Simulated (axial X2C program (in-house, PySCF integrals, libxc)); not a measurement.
## NaCu⁺: cheaper levels and CCSD(T), two-component

All values were computed with an axial X2C code built on PySCF integrals. Two-component (2c) means X2C with spin–orbit coupling and atomic mean-field two-electron Coulomb and Gaunt terms. Basis: Cu dyall-cv3z [9s9p6d3f2g], Na dyall-cv3z [9s8p5d2f] (cores contracted in-house); Gaussian nuclei, density fitting, unrestricted open shells. Masses: Cu 62.930 u, Na 22.990 u.

State: Ω = 1/2 (⟨Sz⟩ = 0.50, ⟨Lz⟩ = 0.00 at HF); fragments Cu + Na+.

```json
{"level": "PBE0", "Re (Å)": "3.005", "ωe (cm⁻¹)": "119.0", "De (eV)": "0.495"}
{"level": "HF", "Re (Å)": "3.218", "ωe (cm⁻¹)": "109.1", "De (eV)": "0.533"}
{"level": "MP2", "Re (Å)": "3.037", "ωe (cm⁻¹)": "118.2", "De (eV)": "0.407"}
{"level": "CCSD", "Re (Å)": "3.086", "ωe (cm⁻¹)": "112.6", "De (eV)": "0.434"}
{"level": "BHandHLYP", "Re (Å)": "3.018", "ωe (cm⁻¹)": "116.8", "De (eV)": "0.496"}
```

Correlated methods: 11 electrons correlated (number of frozen shells: Cu 3 s, 2 p; Na 2 s, 1 p), 271 virtual spin orbitals or spinors in MP2, 90 natural virtuals in coupled cluster.

CCSD(T), same Hamiltonian and basis:

Re = 3.066 Å, ωe = 114.1 cm⁻¹, De = 0.42 eV; T1 = 0.020 (Lee–Taylor normalisation).

**Question.** Give the differences from CCSD(T) in the columns below.

**Answer.** 

```csv
level,ΔRe (Å),Δωe (cm⁻¹),ΔDe (eV)
PBE0,-0.061,4.9,0.08
HF,0.152,-5.0,0.11
MP2,-0.029,4.1,-0.01
CCSD,0.020,-1.5,0.01
BHandHLYP,-0.048,2.7,0.08
```

Occupations by symmetry block were frozen at the best pattern of an incomplete PBE0 search. De is counted from the lowest determinant-based energies of the atoms at the same level, without counterpoise correction. Density functionals use the spin component along the axis (collinear). Coupled cluster ran in a truncated set of natural virtual spinors; the MP2 energy of the rest was added. (T) has no such correction and the atoms are truncated less, which lowers De at CCSD(T) by a hundredth of an eV or more.
